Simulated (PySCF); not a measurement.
# ZnO: one state, many levels of theory

State: ³Π (triplet), unpaired electrons σ ↑, π ↑. Set-up: PySCF, no relativity, basis sets Zn def2-SVPD, O def2-SVPD. De refers to Zn + O in their high-spin ground configurations, without counterpoise correction. The functionals are run spin-unrestricted. A positive dipole means Zn(−)O(+).

```csv
Level,Re (Å),ωe (cm⁻¹),De (eV),μ (D),"CPU s a point (SCF and correlation, without the integrals)"
UHF,1.876,580,0.65,-3.22,0.28
UHF-MP2,1.873,564,1.83,n/a,0.46
UHF-SCS-MP2,1.879,560,1.65,n/a,n/a
LDA,1.830,555,2.58,-2.30,0.37
PBE,1.880,510,2.09,-2.41,0.76
TPSS,1.873,524,2.04,-2.42,0.89
r²SCAN,1.851,556,2.20,-2.48,0.9
B3LYP,1.888,512,1.68,-2.68,1
PBE0,1.870,540,1.79,-2.68,1.4
HSE06,1.870,539,1.77,-2.68,1.2
```

The bond length runs from 1.830 Å (LDA) to 1.888 Å (B3LYP). De spans 0.65 eV (UHF, mean field) to 2.58 eV (LDA, local density).

Correlated steps freeze 6 core orbitals. Correlated levels converge slowly with the basis: in double zeta they bind strong bonds too weakly, by up to about 1 eV, and carry superposition errors of some tenths. Counting both spins, an empty level lies below a filled one in some of these solutions, because spin and occupation are held. The state was picked by a PBE0 search and need not be the measured ground state.

The whole job (state search and all levels along the bond) took about 2.9 min on 1 thread of Oxide Virtual Turin-like (shared host), peak memory 0.86 GiB.
